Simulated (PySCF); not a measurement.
SMILES O(C)[CH]COC, doublet (GFN2-xTB optimised geometry):

```
15

C      0.321     1.386     3.883
O     -0.886     0.714     3.638
C     -1.128     0.255     2.370
C     -0.450     0.785     1.152
O     -0.801     0.054     0.000
C     -0.297    -1.260     0.000
H      0.394     2.311     3.302
H      0.319     1.626     4.946
H      1.187     0.755     3.659
H     -2.137    -0.113     2.277
H      0.647     0.785     1.279
H     -0.762     1.820     0.922
H     -0.650    -1.820     0.872
H      0.801    -1.260     0.000
H     -0.659    -1.730    -0.911
```

Calculation: unrestricted B3LYP/def2-TZVP (PySCF).

**Question.** What are the frontier orbital energies (α orbitals alone; a β orbital can be the lowest empty one) and the dipole moment?

**Answer.** HOMO-2 -8.85 eV, HOMO-1 -7.27 eV, HOMO -4.64 eV, LUMO 0.86 eV, LUMO+1 1.45 eV; dipole moment 1.74 D.

On the same geometry unrestricted PBE/def2-TZVP (PySCF) gives HOMO-2 -7.51 eV, HOMO-1 -5.88 eV, HOMO -3.49 eV, LUMO 0.40 eV, LUMO+1 0.75 eV; dipole moment 1.68 D.

Meta-Löwdin charges at B3LYP/def2-TZVP: C1 -0.11, O2 -0.31, C3 -0.03, C4 0.00, O5 -0.39, C6 -0.11, H7 0.10, H8 0.13, H9 0.10, H10 0.12, H11 0.09, H12 0.11, H13 0.10, H14 0.09, H15 0.12.
